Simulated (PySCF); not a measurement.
## From computed data to an observable: dipole moment from atomic charges

GeFBr, SMILES [F][Ge][Br] (connectivity only; charge and spin as stated), neutral, multiplicity 1. Atoms are numbered in the order given.

```xyz
3

Ge     0.4308     0.9756     0.0000
F     -1.1964     1.6154     0.0000
Br    -0.0862    -1.3073     0.0000
```

Geometry: PBE0-D3(BJ)/def2-TZVP.

Charges (e) from M06-2X/def2-TZVPD run with PySCF:

```json
[
 {"atom": "Ge1", "ESP fit": "0.400", "IAO": "0.827"},
 {"atom": "F2", "ESP fit": "-0.243", "IAO": "-0.551"},
 {"atom": "Br3", "ESP fit": "-0.157", "IAO": "-0.275"}
]
```

The dipole moment of the full density is 2.22 D.

Question: What dipole moment does each set of point charges give, and which comes closer to that of the density?

Answer: 
μ = Σ q r, and 1 e Å = 4.8032 D.
ESP fit: Σ q r = (0.477, 0.203, 0.000) e Å, |μ| = 2.49 D.
IAO: Σ q r = (1.039, 0.276, 0.000) e Å, |μ| = 5.16 D.
ESP fit comes closer in size. Point charges leave out the atoms' own dipoles (lone pairs, polarised bonds); fits to the potential absorb them, partitions of the density don't.
